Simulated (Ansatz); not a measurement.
Gas-phase electronic energies from Ansatz, PBE0-D4/def2-TZVP geometries. CCSD(T)/CBS is the MP2 limit (def2-TZVPP, def2-QZVPP) plus CCSD(T) − MP2 in def2-TZVPP, frozen cores. This one scheme is used for every species, atoms too. Functionals use def2-TZVPP. HSE06 is defined as in plane-wave codes. Open shells (•) are unrestricted, without spin–orbit coupling. Spin–orbit coupling would lower the free atoms: a little for C, Si. Each species was taken in one conformer, which may not be the lowest.

Reaction (atomization): `NC1=N[SiH]1[SiH3]` → C• + 6 H• + 2 N• + 2 Si•

| level | ΔE (eV) | difference from CCSD(T)/CBS |
| --- | --- | --- |
| revPBE-D4 | 39.06 | 0.18 |
| r2SCAN-D4 | 39.01 | 0.13 |
| PBE0-D4 | 39.06 | 0.18 |
| r2SCAN0-D4 | 38.20 | -0.68 |
| HSE06-D4 | 39.10 | 0.22 |
| B2PLYP | 38.53 | -0.35 |
| PBE | 39.80 | 0.92 |
| BHLYP | 37.39 | -1.49 |
| MP2/def2-QZVPP | 38.88 | 0.00 |
| MP2/CBS(def2) | 39.42 | 0.54 |
| CCSD(T)/CBS | 38.88 | 0 |

Largest T1 diagnostic among the species: 0.016.

From BLYP to BHLYP (50 % exact exchange), in def2-TZVPP and without D4, ΔE moves by −1.35 eV: exact exchange takes away binding that semilocal exchange gives to molecules. Leaving LDA and LC-ωPBE aside and taking each functional with its dispersion term where it has one, the values, not all of them listed here, spread over 2.33 eV, from BHLYP-D4 to PBE-D4. LDA lies +5.29 eV from PBE without D4, its usual overbinding. At CCSD(T), def2-SVP lies −3.04 eV from the extrapolated value and def2-TZVPP −1.34 eV: correlation converges slowly with the basis, and small sets miss more of it in the bonded molecule than in its fragments.

For atomizations the MP2-based limit and the directly extrapolated one differ by several kJ/mol either way, and by 10 to 25 for some Ge, Se and Sn compounds, so smaller differences from it don't rank the levels.
